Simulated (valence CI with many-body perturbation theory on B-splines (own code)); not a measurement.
## Sm XLI: what each term of the Hamiltonian does

Calculated by valence CI with perturbative core correlation (CI+MBPT): four valence electrons over a frozen Dirac-Fock core [Ar], radial functions for each j: 9 s, 9 p, 10 d, 8 f, 5 g, 3 h, 1 i, with the one-electron correlation potential Σ1, the two-electron term Σ2, the three-electron term Σ3, Breit, model QED; selected CI, second order for the rest (own B-spline code, finite nucleus).

No measured spectrum was set against this ion. As an estimate, large intervals hold to a few tenths of a per cent, small ones and those within an open d or f shell to about a per cent. Only levels of the ground parity were solved; by the run's estimate the other parity begins above the list, which can be wrong where configurations are misplaced.

Each rung adds one term. CI alone is the Dirac-Coulomb CI over the frozen core; QED comes last and gives the full result, which names the levels. Energies are above (3d3/2^4) J=0 on the same rung, in cm⁻¹.

Levels are named by their leading jj configuration (3d3/2^4 stands for four electrons in 3d with j = 3/2), which in mixed levels can hold well under half, so a name can repeat and another be missing. Letters in brackets count levels of one name in rising energy.

```csv
Level,CI alone,Σ1,Σ2,Σ3,Breit,QED,Full
(3d3/2^3 3d5/2) J=1,194866,+1274,+3187,+1048,-7120,+701,193956
(3d3/2^3 3d5/2) J=4,282544,+1342,+3217,-298,-14073,+707,273439
(3d3/2^3 3d5/2) J=2,279567,+1523,+2019,+1046,-10898,+814,274071
(3d3/2^3 3d5/2) J=3,307945,+1498,+1615,+409,-11557,+791,300701
(3d3/2^2 3d5/2^2) J=0 [a],451561,+2546,+3795,-153,-12693,+1375,446431
(3d3/2^2 3d5/2^2) J=4 [a],473113,+2607,+6134,+770,-19870,+1404,464158
(3d3/2^2 3d5/2^2) J=2 [a],471138,+2408,+2456,+1606,-13737,+1287,465158
(3d3/2^2 3d5/2^2) J=3 [a],486717,+2564,+3895,+787,-16549,+1370,478784
(3d3/2^2 3d5/2^2) J=5,518576,+2608,+6194,+436,-22997,+1385,506202
(3d3/2^2 3d5/2^2) J=6,541532,+2639,+7506,+95,-27700,+1395,525466
(3d3/2^2 3d5/2^2) J=1,536382,+2688,+1033,+1223,-15580,+1424,527169
(3d3/2^2 3d5/2^2) J=4 [b],572233,+2684,+2985,-714,-22121,+1408,556475
(3d3/2^2 3d5/2^2) J=3 [b],574742,+2604,-109,+419,-18521,+1362,560496
(3d3/2^2 3d5/2^2) J=2 [b],580467,+2689,-547,+1135,-18557,+1410,566597
(3d3/2^2 3d5/2^2) J=2 [c],654616,+2783,-631,+898,-15652,+1435,643447
(3d3/2^2 3d5/2^2) J=4 [c],680403,+3089,+1108,+1220,-20854,+1607,666574
(3d3/2 3d5/2^3) J=3 [a],743843,+3838,+4860,+397,-22457,+2051,732532
(3d3/2 3d5/2^3) J=4 [a],749765,+3546,+3974,+116,-23186,+1880,736094
(3d3/2^2 3d5/2^2) J=2 [d],760307,+2967,-4705,+1383,-16421,+1507,745038
(3d3/2 3d5/2^3) J=1 [a],777383,+3850,+2017,-173,-20223,+2046,764899
(3d3/2 3d5/2^3) J=5,783346,+3939,+6516,+222,-30002,+2096,766116
(3d3/2 3d5/2^3) J=6,791347,+3933,+9144,+133,-33211,+2087,773433
(3d3/2 3d5/2^3) J=0,810408,+3484,-2039,+129,-18622,+1827,795187
(3d3/2 3d5/2^3) J=2 [a],838072,+3896,+676,+1263,-22863,+2044,823088
(3d3/2 3d5/2^3) J=3 [b],853549,+3942,+748,+170,-25456,+2068,835020
(3d3/2^2 3d5/2^2) J=0 [b],939488,+3688,-7051,-2316,-18099,+1850,917559
(3d3/2 3d5/2^3) J=3 [c],943381,+4051,-1145,+921,-23368,+2095,925935
(3d3/2 3d5/2^3) J=1 [b],945447,+4025,-3665,+1580,-19379,+2080,930088
(3d3/2 3d5/2^3) J=4 [b],953895,+4048,+435,+625,-25848,+2087,935243
(3d3/2 3d5/2^3) J=2 [b],979478,+4127,-4005,+1332,-23096,+2123,959959
(3d5/2^4) J=4,1051300,+5170,+5921,-380,-31233,+2746,1033520
```

The middle columns are the shifts that each term adds.

(1) How does the ionisation energy move along the ladder, and which term matters most?

Answers

(1) CI alone 3020.4, + Σ1 3022.9, + Σ2 3031.3, + Σ3 3031.4, + Breit 3029.1, + QED 3029.2 eV. The largest step is Σ2, 8.4 eV. NIST lists 3028 ± 4 eV (theoretical).
